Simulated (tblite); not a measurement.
C6H7NO2Si.
Geometry (GFN2-xTB, Å), atoms numbered from 1 in this order:
```
atom  x, y, z in Å
O1    -0.686    1.398    1.925
Si2   -0.956    0.471    0.629
N3     0.609   -0.024    0.087
C4     1.795    0.600    0.377
C5     2.804   -0.022   -0.287
C6     2.221   -1.079   -1.031
C7     0.885   -1.048   -0.786
C8    -2.365    0.738   -0.606
C9    -2.886   -0.375   -0.093
O10   -2.035   -0.818    0.905
H11   -1.379    1.550    2.564
H12    1.803    1.437    1.045
H13    3.845    0.234   -0.256
H14    2.739   -1.771   -1.665
H15    0.097   -1.678   -1.147
H16   -2.728    1.357   -1.400
H17   -3.771   -0.957   -0.273
```

Level: GFN2-xTB in tblite, geometry and Hessian alike; calculated harmonic values, unscaled, isolated species. The method is semi-empirical: single wavenumbers can be off by several per cent or more. One conformer, not necessarily the lowest.

Harmonic wavenumbers (cm⁻¹): 33.5, 83.0, 96.0, 155.5, 168.2, 230.9, 255.1, 289.8, 379.8, 468.9, 575.8, 580.8, 597.8, 647.7, 739.1, 772.1, 783.6, 810.9, 824.4, 836.1, 841.0, 846.0, 852.7, 931.8, 948.5, 1045.1, 1068.7, 1078.5, 1081.6, 1099.5, 1192.7, 1203.1, 1265.1, 1321.0, 1405.0, 1475.4, 1573.1, 1593.7, 3115.1, 3154.4, 3161.2, 3165.0, 3171.1, 3186.3, 3654.1.

A = 2566, B = 875.5, C = 727.7 MHz; mass 153.025 u (most abundant isotopes); point group C1, symmetry number 1.

Q: What is the zero-point energy?

A: ½Σν̃ = 26379 cm⁻¹ = 75.42 kcal/mol.

Q: Entropy at 500 K, 1 bar (ideal gas, RRHO, classical rotation)?

A: Translation 43.58, rotation 31.21, vibration 49.84: S = 124.6 cal/(mol K).

Q: And Cp and H(500 K) − H(0)?

A: Cp = 56.89 cal/(mol K), of which vibrations give 48.94 (their classical limit is 45 R = 89.4); H(500 K) − H(0) = 16.74 kcal/mol without the zero-point energy, 12.76 from vibrations.

Q: Which modes carry the vibrational entropy at 500 K?

A: 33.5 cm⁻¹: 6.64; 83.0 cm⁻¹: 4.84; 96.0 cm⁻¹: 4.55; 155.5 cm⁻¹: 3.60; 168.2 cm⁻¹: 3.45; 230.9 cm⁻¹: 2.84 cal/(mol K); the other 39 give 23.93 together.

Q: What must be added to the electronic energy to get the Gibbs energy at 500 K and 1 bar?

A: ZPE + [H(500 K) − H(0)] − T·S = 75.42 + 16.74 − 62.31 = 29.85 kcal/mol.

Q: Blend soft modes into free rotors: weight 1/[1 + (100 cm⁻¹/ν̃)⁴] for the oscillator and the rest for a rotor with moment μB/(μ + B), μ = h/(8π²ν), B = 10⁻⁴⁴ kg m². What vibrational entropy results?

A: 46.02 cal/(mol K) in place of 49.84, which changes −T·S at 500 K by +1.91 kcal/mol.

Q: How do the functions run with temperature in this model?

A: 
```csv
T (K),S (cal/(mol K)),Cp (cal/(mol K)),H − H(0) (kcal/mol),G − H(0) (kcal/mol),ln q(vib)
150,79.3,23.2,2.35,-9.54,3.20
250,93.5,33.6,5.18,-18.20,5.78
298.15,99.9,38.9,6.93,-22.86,7.02
400,112.8,49.0,11.42,-33.70,9.65
600,135.6,62.9,22.74,-58.59,14.78
900,163.5,74.5,43.54,-103.62,21.95
```

q(vib) and H(0) count from the zero-point level.

Hindered rotation and anharmonicity are outside this model. Other conformers, if any are populated, would add a mixing term that is left out. The structure is chiral; the term R ln 2 for an equal mix with its mirror image is left out.
